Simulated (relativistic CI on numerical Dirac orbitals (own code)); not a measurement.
# A ladder of approximations for the levels of C II

Calculated with a relativistic CI code on KLI orbitals (one set per configuration, finite nucleus), adding one ingredient at a time: step 1, Dirac-Coulomb, each configuration alone; step 2, with Breit and QED terms; step 3, with configuration mixing; step 4, with scaled Slater integrals (0.85); step 5, with a P86 correlation estimate; step 6, tied to the ionisation limit. P86 is a density functional for the correlation energy, evaluated here for each configuration and added to its levels. Step 6 is semi-empirical: configurations made of the next ion and one excited electron move by -9481 cm⁻¹, so that their limit matches the tabulated ionisation energy, and those with a non-penetrating f or g electron also take the P86 value of the least penetrating other one.

CI space (outside the closed core 1s2): 2s2 2p, 2s 2p2, 2s2 3s, 2s2 3p, 2p3, 2s2 3d, 2s2 4s, 2s2 4p, 2s 2p 3s, 2s2 4d, 2s2 4f, 2p2 3s, 2s 2p 3p, 2p2 3p, 2s 2p 3d, 2p2 3d.

Computed minus measured energy above the ground level, in cm⁻¹, for 12 of the 24 excited levels that pair in every step (one J of a term; a digit in brackets numbers repeated terms):

```
Configuration  Term    J  Measured  Step 1  Step 2  Step 3  Step 4  Step 5  Step 6
       2s2 2p   2P°  3/2        63      15       0      -5      -4      -3      -4
       2s 2p2    4P  1/2     43003  -13533  -13550   -4353   -1479    -768    -766
       2s 2p2    2D  5/2     74930   -2731   -2762    4349    1438    2203    2078
       2s2 3s    2S  1/2    116538   -1813   -1826   -6103   -5969   -2790  -11029
       2s2 3p   2P°  1/2    131724    -338    -354   -6476   -5160   -1418  -10248
       2s2 3d    2D  3/2    145549   -1770   -1787   -6294   -5420   -1671  -10480
          2p3    jj  5/2    150462    2649    2598    6774    5875    7635    7637
       2s2 4s    2S  1/2    157234   -2002   -2018    7382    4982    9913     482
       2s2 4p   2P°  1/2    162518   -1375   -1392    9681    7307   11829     694
     2s 2p 3s    jj  5/2    167036  -14831  -14872   -5991   -5601   -1518   -1516
       2s2 4d    2D  3/2    168124   -2364   -2381    7467    4966   10054     643
       2s2 4f   2F°  5/2    168978   -2645   -2662    6820    4403   11681     115
```

Mean absolute errors in cm⁻¹, over all paired levels and for the configurations:

| Configuration, levels | Step 1 | Step 2 | Step 3 | Step 4 | Step 5 | Step 6 |
| --- | --- | --- | --- | --- | --- | --- |
| all, 24 | 3835 | 3849 | 6461 | 3911 | 4711 | 3465 |
| 2s2 2p, 1 | 15 | 0 | 5 | 4 | 3 | 4 |
| 2s 2p2, 8 | 6598 | 6612 | 5403 | 1157 | 993 | 1043 |
| 2s2 3s, 1 | 1813 | 1826 | 6103 | 5969 | 2790 | 11029 |
| 2s2 3p, 2 | 338 | 354 | 6475 | 5160 | 1418 | 10248 |
| 2s2 3d, 2 | 1770 | 1788 | 6294 | 5421 | 1671 | 10480 |
| 2p3, 2 | 1808 | 1802 | 9440 | 6755 | 8786 | 8708 |
| 2s2 4s, 1 | 2002 | 2018 | 7382 | 4982 | 9913 | 482 |
| 2s2 4p, 2 | 1376 | 1393 | 9686 | 7314 | 11832 | 694 |
| 2s 2p 3s, 1 | 14831 | 14872 | 5991 | 5601 | 1518 | 1516 |
| 2s2 4d, 2 | 2364 | 2381 | 7467 | 4966 | 10054 | 643 |
| 2s2 4f, 2 | 2645 | 2662 | 6820 | 4403 | 11681 | 115 |

Measured levels: NIST Handbook of Basic Atomic Spectroscopic Data (Sansonetti and Martin, J. Phys. Chem. Ref. Data 34, 1559 (2005)).

The mean absolute error is lowest at step 6 (3465 cm⁻¹), and the largest single drop is from step 3 to 4 (6461 to 3911). The Breit and QED terms change the top of the ground term (measured 63) from 79 to 63. Mixing lowers the ground level by 9668, with 2p3 as its largest admixture; relative to it the configurations that move most are 2s2 4p by +11079, 2s2 4d by +9849, 2s2 4f by +9482. Configurations whose own partners of that kind are not in the list rise by much of that lowering, so a short list can trade one imbalance for another. The P86 estimate moves 2s2 4f by +7278, 2s2 4d by +5087, 2s2 4s by +4931, and takes the mean absolute error of the excited configurations from 4080 to 4915. Step 6 takes that error from 4915 to 3615; the error more than halves for 2s2 4s, 2s2 4p, 2s2 4d; 2s2 4f gains from the shift and the changed P86 value together; it grows for 2s2 3s, 2s2 3p, 2s2 3d. The shift fits the limit, so it does little for low levels whose errors differ from those near the limit.
